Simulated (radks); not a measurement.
Spin polarisation of the 4f12 shell in the erbium ion Er+. Start: [Xe] 4f(up 6, down 6) 6s(up 0.5, down 0.5); electrons of 4f are moved from spin down to spin up, other shells keep equal spins. Calculated with a radial shooting solver on a logarithmic mesh with Libxc functionals: non-relativistic Kohn-Sham, PBE, spin-polarised, spherical densities, point nucleus. Estimate the energy gained and the exchange splitting at a moment of 2 Bohr magnetons.

Answer. At moment 2 the spin-polarisation energy is -0.790 eV and the 4f exchange splitting 1.580 eV, that is 0.790 eV per Bohr magneton; E = -I m^2/4 would give I = 0.790 eV.
